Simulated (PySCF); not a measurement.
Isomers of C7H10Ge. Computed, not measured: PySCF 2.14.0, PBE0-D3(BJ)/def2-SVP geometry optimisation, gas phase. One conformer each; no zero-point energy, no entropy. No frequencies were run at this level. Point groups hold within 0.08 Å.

**Question.** Rank from lowest to highest electronic energy at this level (kcal/mol).
A. `C=CC#C/C=[C](\C)[GeH3]`
B. `[CH2:1]=[C:2]([CH3:3])[C:4]1=[CH:5][CH:6]=[CH:7][GeH2:8]1` with C1–C2–C4–C5 180°

**Answer.** B (0.0), A (36.5).

As drawn, the higher has a C≡C bond, which the lower lacks.

```csv
SMILES,E (Eh),E rel (kcal/mol),dipole (D),point group,"A, B, C (MHz)"
C=C(C)[C]1=CC=[CH][GeH2]1,-2348.67386,0.0,0.66,Cs,"2507, 1128, 789.6"
C=CC#C/C=[C](\C)[GeH3],-2348.61569,36.5,0.67,–,"5789, 392.1, 369.7"
```

**Question.** How do the relative energies change in single points at CAM-B3LYP/def2-SVPD (no added dispersion term) on the same geometries?

**Answer.** 
| SMILES | PBE0-D3(BJ)/def2-SVP (kcal/mol) | CAM-B3LYP/def2-SVPD (kcal/mol) | shift |
| --- | --- | --- | --- |
| C=C(C)[C]1=CC=[CH][GeH2]1 | 0.0 | 0.0 | 0.0 |
| C=CC#C/C=[C](\C)[GeH3] | 36.5 | 32.6 | -3.9 |

Each column counts from its own lowest isomer. The order is unchanged; the largest shift is 3.9 kcal/mol.
